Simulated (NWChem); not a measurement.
System: PbSi₂H₆, singlet; SMILES [SiH3][Pb][SiH3]

Output (shortened):

```
             Northwest Computational Chemistry Package (NWChem) 7.3.0
             --------------------------------------------------------

 C2  symmetry detected

                             Geometry "geometry" -> ""
                             -------------------------

 Output coordinates in angstroms (scale by  1.889725989 to convert to a.u.)

  No.       Tag          Charge          X              Y              Z
 ---- ---------------- ---------- -------------- -------------- --------------
    1 Pb                  82.0000     0.00000000     0.00000000     0.61277978
    2 Si                  14.0000    -1.84747201     0.00321627    -1.40492222
    3 H                    1.0000    -1.94680883    -1.41573477    -1.89138422
    4 H                    1.0000    -1.46257913     0.84809669    -2.58308422
    5 H                    1.0000    -3.22436323     0.41893830    -0.98059122
    6 Si                  14.0000     1.84747201    -0.00321627    -1.40492222
    7 H                    1.0000     1.94680883     1.41573477    -1.89138422
    8 H                    1.0000     1.46257913    -0.84809669    -2.58308422
    9 H                    1.0000     3.22436323    -0.41893830    -0.98059122

 Effective nuclear repulsion energy (a.u.)     587.7594651246

      Symmetry information
      --------------------

 Group name             C2
 Group number              4
 Group order               2
 No. of unique centers     5

 Summary of "ao basis" -> "ao basis" (spherical)
 ------------------------------------------------------------------------------
       Tag                 Description            Shells   Functions and Types
 ---------------- ------------------------------  ------  ---------------------
 Pb                         def2-svp                10       26   4s4p2d
 Si                         def2-svp                 8       18   4s3p1d
 H                          def2-svp                 3        5   2s1p

      Symmetry analysis of basis
      --------------------------

        a          47
        b          45

            General Information
            -------------------
          SCF calculation type: DFT
          Wavefunction type:  closed shell.
          No. of atoms     :     9
          No. of electrons :    56
           Alpha electrons :    28
            Beta electrons :    28
          Charge           :     0
          Spin multiplicity:     1
          Use of symmetry is: on ; symmetry adaption is: on
          Maximum number of iterations: 150
          AO basis - number of functions:    92
                     number of shells:    44
          Convergence on energy requested:  1.00D-06
          Convergence on density requested:  1.00D-05
          Convergence on gradient requested:  5.00D-04

              XC Information
              --------------
          PerdewBurkeErnzerhof Exchange Functional  1.000
            Perdew 1991 LDA Correlation Functional  1.000 local
           PerdewBurkeErnz. Correlation Functional  1.000 non-local

             Grid Information
             ----------------
          Grid used for XC integration:  medium
          Radial quadrature: Mura-Knowles
          Angular quadrature: Lebedev.
          Tag              B.-S. Rad. Rad. Pts. Rad. Cut. Ang. Pts.
          ---              ---------- --------- --------- ---------
          Pb                  1.80      123          10.0       590
          Si                  1.10       88          12.0       590
          H                   0.35       45          14.0       434
          Grid pruning is: on
          Number of quadrature shells:   346
          Spatial weights used:  Erf1

      Superposition of Atomic Density Guess
      -------------------------------------

 Sum of atomic energies:        -799.83285599

      Non-variational initial energy
      ------------------------------

 Total energy =    -772.794759
 1-e energy   =   -1557.407092
 2-e energy   =     575.199551
 HOMO         =      -0.208028
 LUMO         =      -0.081081

      Symmetry analysis of molecular orbitals - initial
      -------------------------------------------------

  Numbering of irreducible representations:

     1 a           2 b

  Orbital symmetries:

     1 b           2 a           3 a           4 b           5 a
     6 a           7 b           8 b           9 a          10 a
    11 b          12 a          13 b          14 b          15 b
    16 a          17 a          18 b          19 a          20 a
    21 b          22 a          23 a          24 b          25 a
    26 b          27 b          28 a          29 b          30 b
    31 a          32 a          33 a          34 a          35 b
    36 b          37 b          38 a

   convergence    iter        energy       DeltaE   RMS-Dens  Diis-err
 ---------------- ----- ----------------- --------- --------- ---------
 d= 0,ls=0.0,diis     1   -774.9329588444 -9.84D+02  1.50D-02  2.43D-01
 d= 0,ls=0.0,diis     2   -774.9493709933 -1.64D-02  8.38D-03  6.98D-02
 d= 0,ls=0.0,diis     3   -774.9574743717 -8.10D-03  3.86D-03  4.46D-02
 d= 0,ls=0.0,diis     4   -774.9680151312 -1.05D-02  6.91D-04  1.59D-03
 d= 0,ls=0.0,diis     5   -774.9683304623 -3.15D-04  1.99D-04  1.30D-04
  Resetting Diis
 d= 0,ls=0.0,diis     6   -774.9683622901 -3.18D-05  2.43D-05  1.65D-06
 d= 0,ls=0.0,diis     7   -774.9683627472 -4.57D-07  7.42D-06  5.18D-08

         Total DFT energy =     -774.968362747177
      One electron energy =    -1559.739137582228
           Coulomb energy =      635.078887552295
    Exchange-Corr. energy =      -59.720895622473
 Nuclear repulsion energy =      209.412782905229

 Numeric. integr. density =       55.999993618509

                  Occupations of the irreducible representations
                  ----------------------------------------------

                     irrep           alpha         beta
                     --------     --------     --------
                     a                15.0         15.0
                     b                13.0         13.0

                       DFT Final Molecular Orbital Analysis
                       ------------------------------------

 Vector   26  Occ=2.000000D+00  E=-2.924480D-01  Symmetry=b
              MO Center= -3.2D-13,  3.3D-14, -1.6D+00, r^2= 7.5D+00
   Bfn.  Coefficient  Atom+Function         Bfn.  Coefficient  Atom+Function
  ----- ------------  ---------------      ----- ------------  ---------------
    55      0.239892  5 H  s                 88     -0.239892  9 H  s
    50     -0.212575  4 H  s                 83      0.212575  8 H  s
    36      0.156341  2 Si pz                69     -0.156341  6 Si pz
    34     -0.139616  2 Si px                67     -0.139616  6 Si px
    56      0.131218  5 H  s                 89     -0.131218  9 H  s

 Vector   27  Occ=2.000000D+00  E=-2.139230D-01  Symmetry=b
              MO Center=  1.1D-15, -3.0D-16, -4.6D-01, r^2= 5.2D+00
   Bfn.  Coefficient  Atom+Function         Bfn.  Coefficient  Atom+Function
  ----- ------------  ---------------      ----- ------------  ---------------
    11      0.387010  1 Pb px                14      0.205362  1 Pb px
    39     -0.172016  2 Si pz                72      0.172016  6 Si pz
    37     -0.167387  2 Si px                70     -0.167387  6 Si px
    34     -0.155132  2 Si px                67     -0.155132  6 Si px
    36     -0.150444  2 Si pz                69      0.150444  6 Si pz

 Vector   28  Occ=2.000000D+00  E=-2.042001D-01  Symmetry=a
              MO Center= -3.3D-15,  1.7D-15, -2.0D-01, r^2= 5.1D+00
   Bfn.  Coefficient  Atom+Function         Bfn.  Coefficient  Atom+Function
  ----- ------------  ---------------      ----- ------------  ---------------
    13      0.398734  1 Pb pz                 3      0.284055  1 Pb s
    16      0.254586  1 Pb pz                 4      0.225665  1 Pb s
     1     -0.180808  1 Pb s                 36     -0.156859  2 Si pz
    69     -0.156859  6 Si pz                39     -0.153917  2 Si pz
    72     -0.153917  6 Si pz                37     -0.145220  2 Si px

 Vector   29  Occ=0.000000D+00  E=-1.445379D-01  Symmetry=b
              MO Center=  2.0D-14, -1.3D-15,  4.1D-01, r^2= 4.0D+00
   Bfn.  Coefficient  Atom+Function         Bfn.  Coefficient  Atom+Function
  ----- ------------  ---------------      ----- ------------  ---------------
    12      0.571081  1 Pb py                15      0.531320  1 Pb py
     9     -0.192937  1 Pb py                 6     -0.187265  1 Pb py
    46      0.120028  3 H  s                 79     -0.120028  7 H  s
    51     -0.094403  4 H  s                 84      0.094403  8 H  s
    45      0.086259  3 H  s                 78     -0.086259  7 H  s

 Vector   30  Occ=0.000000D+00  E=-3.074148D-02  Symmetry=b
              MO Center= -1.9D-14,  4.7D-15, -2.3D-03, r^2= 6.6D+00
   Bfn.  Coefficient  Atom+Function         Bfn.  Coefficient  Atom+Function
  ----- ------------  ---------------      ----- ------------  ---------------
    14      0.917616  1 Pb px                30      0.573437  2 Si s
    63     -0.573437  6 Si s                 37      0.372589  2 Si px
    70      0.372589  6 Si px                11      0.368458  1 Pb px
    29      0.303376  2 Si s                 62     -0.303376  6 Si s
    39      0.263024  2 Si pz                72     -0.263024  6 Si pz

 Vector   31  Occ=0.000000D+00  E=-2.285723D-02  Symmetry=a
              MO Center=  7.9D-14, -2.7D-15,  1.2D-01, r^2= 7.4D+00
   Bfn.  Coefficient  Atom+Function         Bfn.  Coefficient  Atom+Function
  ----- ------------  ---------------      ----- ------------  ---------------
    16      1.009374  1 Pb pz                30      0.673584  2 Si s
    63      0.673584  6 Si s                  4     -0.614586  1 Pb s
    39      0.554751  2 Si pz                72      0.554751  6 Si pz
     3     -0.421539  1 Pb s                 13      0.347329  1 Pb pz
    37      0.272193  2 Si px                70     -0.272193  6 Si px

     Multipole analysis of the density
     ---------------------------------

     L   x y z        total         alpha         beta         nuclear
     -   - - -        -----         -----         ----         -------
     0   0 0 0     -0.000000    -28.000000    -28.000000     56.000000

     1   1 0 0     -0.000000     -0.000000     -0.000000      0.000000
     1   0 1 0      0.000000      0.000000      0.000000     -0.000000
     1   0 0 1      0.794465     35.136809     35.136809    -69.479152

     2   2 0 0    -48.606021   -253.243445   -253.243445    457.880869
     2   1 1 0      0.090483     -0.246728     -0.246728      0.583938
     2   1 0 1     -0.000000     -0.000000     -0.000000      0.000000
     2   0 2 0    -41.712743    -31.209698    -31.209698     20.706653
     2   0 1 1      0.000000      0.000000      0.000000      0.000000
     2   0 0 2    -47.294537   -177.113748   -177.113748    306.932960

                                 NWChem DFT Module
                                 -----------------

      Symmetry analysis of basis
      --------------------------

        a          47
        b          45

            General Information
            -------------------
          SCF calculation type: DFT
          Wavefunction type:  spin polarized.
          No. of atoms     :     9
          No. of electrons :    55
           Alpha electrons :    28
            Beta electrons :    27
          Charge           :     1
          Spin multiplicity:     2
          Use of symmetry is: on ; symmetry adaption is: on
          Maximum number of iterations: 150
          AO basis - number of functions:    92
                     number of shells:    44
          Convergence on energy requested:  1.00D-06
          Convergence on density requested:  1.00D-05
          Convergence on gradient requested:  5.00D-04

              XC Information
              --------------
          PerdewBurkeErnzerhof Exchange Functional  1.000
            Perdew 1991 LDA Correlation Functional  1.000 local
           PerdewBurkeErnz. Correlation Functional  1.000 non-local

             Grid Information
             ----------------
          Grid used for XC integration:  medium
          Radial quadrature: Mura-Knowles
          Angular quadrature: Lebedev.
          Tag              B.-S. Rad. Rad. Pts. Rad. Cut. Ang. Pts.
          ---              ---------- --------- --------- ---------
          Pb                  1.80      123          10.0       590
          Si                  1.10       88          12.0       590
          H                   0.35       45          14.0       434
          Grid pruning is: on
          Number of quadrature shells:   346
          Spatial weights used:  Erf1

      Superposition of Atomic Density Guess
      -------------------------------------

 Sum of atomic energies:        -799.83285599

 Renormalizing density from      56.00 to     55

      Non-variational initial energy
      ------------------------------

 Total energy =    -765.343341
 1-e energy   =   -1529.596251
 2-e energy   =     554.840128
 HOMO         =      -0.453329
 LUMO         =      -0.310067

   Symmetry analysis of molecular orbitals - initial alpha
   -------------------------------------------------------

  Numbering of irreducible representations:

     1 a           2 b

  Orbital symmetries:

     1 b           2 a           3 a           4 b           5 a
     6 a           7 b           8 b           9 a          10 a
    11 b          12 a          13 b          14 b          15 b
    16 a          17 a          18 b          19 a          20 a
    21 b          22 a          23 a          24 b          25 a
    26 b          27 b          28 a          29 b          30 b
    31 a          32 a          33 a          34 a          35 b
    36 b          37 b          38 a

   Symmetry analysis of molecular orbitals - initial beta
   ------------------------------------------------------

  Numbering of irreducible representations:

     1 a           2 b

  Orbital symmetries:

     1 b           2 a           3 a           4 b           5 a
     6 a           7 b           8 b           9 a          10 a
    11 b          12 a          13 b          14 b          15 b
    16 a          17 a          18 b          19 a          20 a
    21 b          22 a          23 a          24 b          25 a
    26 b          27 b          28 a          29 b          30 b
    31 a          32 a          33 a          34 a          35 b
    36 b          37 b          38 a

[...]
```

Level: PBE/def2-SVP with def2 effective core potentials on Pb, vertical spin-unrestricted ions. Low-valent species are run as closed-shell singlets; no triplet was tried in these runs. Structure relaxed at the PBE0/def2-SVP level. No frequency run checked for a minimum. def2 effective core potentials on Pb; no spin-orbit coupling.

Problem. Which NWChem input produces such a log?

Solution. Several could match; the one computed here: the input that was run:
```
start job
memory heap 200 mb stack 900 mb global 1100 mb
geometry units angstroms noautoz
  Pb     0.000000     0.000000     0.838046
  Si    -1.831872     0.239600    -1.179656
  H     -2.111967    -1.154974    -1.666118
  H     -1.342029     1.028282    -2.357818
  H     -3.144246     0.828097    -0.755325
  Si     1.831872    -0.239600    -1.179656
  H      2.111967     1.154974    -1.666118
  H      1.342029    -1.028282    -2.357818
  H      3.144246    -0.828097    -0.755325
end
basis spherical
  * library def2-svp
end
ecp
  Pb library def2-ecp
end
dft
  xc xpbe96 cpbe96
  iterations 150
  vectors input atomic output neutral.movecs
end
task dft energy
charge 1
dft
  odft
  mult 2
  vectors input atomic output cation.movecs
end
task dft energy
```
